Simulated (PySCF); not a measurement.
Computed shifts of a molecule C₄H₉FSi, PBE/pcSseg-1 in PySCF, GIAO, gas phase, atoms alike by connectivity averaged where their shifts nearly agree, in ppm (number of nuclei): ¹³C: 172.7 (1), 105.9 (1), 15.2 (1), 10.4 (1). ²⁹Si: -48.3 (1). ¹⁹F: -86.9 (1). ¹H: 7.58 (1), 5.04 (1), 5.00 (2), 1.67 (3), 1.31 (2). References: ¹³C against TMS (σ = 182.0 ppm); ²⁹Si against TMS (σ = 335.4 ppm); ¹⁹F against CFCl3 (σ = 133.6 ppm); ¹H against TMS (σ = 31.49 ppm), references at their B3LYP-D3(BJ)/def2-TZVP geometries, non-relativistic. The structure is a stationary point at PBE-D3(BJ)/def2-SVP. One conformer was computed; it need not be the lowest.

Task: Which structure fits?
A) C/C=C(\C)[SiH2]F
B) C=C[C@@H](C)[SiH2]F
C) CC[SiH2]/C=C\F
D) C=C(C)[C@@H](F)[SiH3]

Result: C, CC[SiH2]/C=C\F
